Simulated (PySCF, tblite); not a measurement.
What does the GFN2-xTB structure of `C/C=N/C=C/OC(F)(F)F` look like in three dimensions?

```xyz
16
C5H6F3NO angstrom
C     -3.3117   -0.4345    0.0624
C     -1.9218   -0.0490   -0.2738
N     -0.9490   -0.4094    0.4509
C      0.3339   -0.0364    0.1151
C      1.3286   -0.4331    0.9031
O      2.6876   -0.1739    0.7540
C      3.1035    0.5466   -0.2711
F      4.4246    0.6634   -0.2098
F      2.8175    0.0137   -1.4719
F      2.6058    1.7952   -0.3055
H     -3.3258   -1.0318    0.9690
H     -3.7463   -1.0019   -0.7601
H     -3.9191    0.4596    0.2001
H     -1.7891    0.5618   -1.1794
H      0.4864    0.5679   -0.7802
H      1.1673   -1.0292    1.7858
```

Any rigid rotation of these coordinates is as good. Atoms count from 1 in this order. The C–C distances run from 1.330 Å (C4=C5, drawn double) to 1.481 Å (C1–C2, drawn single), a spread of 0.151 Å. The C–O distances run from 1.320 Å (O6–C7, drawn single) to 1.392 Å (C5–O6, drawn single), a spread of 0.072 Å. Of the pairs four or more bonds apart, C7···H15 is among the closest relative to their van der Waals radii: 2.67 Å, 92 % of the sum of Bondi's values. N3 (imine nitrogen) is bent (angle 119.9°).

Bonds between heavy atoms (Å): C1–C2 1.481, C2=N3 1.265, N3–C4 1.378, C4=C5 1.330, C5–O6 1.392, O6–C7 1.320, C7–F8 1.328, C7–F9 1.345, C7–F10 1.345.

Computed geometry: GFN2-xTB, gas phase.

Point group: Cs (tolerance 0.08 Å). Its GFN2-xTB frequencies are all real (lowest 54 cm⁻¹). One conformer, not necessarily the lowest (C2–N3–C4–C5 180°, C4–C5–O6–C7 0°).
